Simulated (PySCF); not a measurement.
## Fine-structure interval along the 13-electron series

Calculated with PySCF 2.14 and a two-component X2C-1e Hamiltonian (Gaussian nucleus, no Breit or QED terms), each ion in its own even-tempered basis scaled to its charge; GMP2 freezes 1s2 and drops the highest virtual spinors. Values in cm⁻¹.

```json
{"ion": "Dy(53+)", "configuration": "[Ne] 3s2 3p1", "GHF (screened spin-orbit)": "1737800", "GMP2 (screened spin-orbit)": "1732700", "GHF (bare spin-orbit)": "1796500"}
{"ion": "Ho(54+)", "configuration": "[Ne] 3s2 3p1", "GHF (screened spin-orbit)": "1864600", "GMP2 (screened spin-orbit)": "1859400", "GHF (bare spin-orbit)": "1926900"}
{"ion": "Er(55+)", "configuration": "[Ne] 3s2 3p1", "GHF (screened spin-orbit)": "1998900", "GMP2 (screened spin-orbit)": "1993500", "GHF (bare spin-orbit)": "2064900"}
```

Between Z = 66 and Z = 68 the GHF (bare spin-orbit) value grows as Z to the power 4.66.
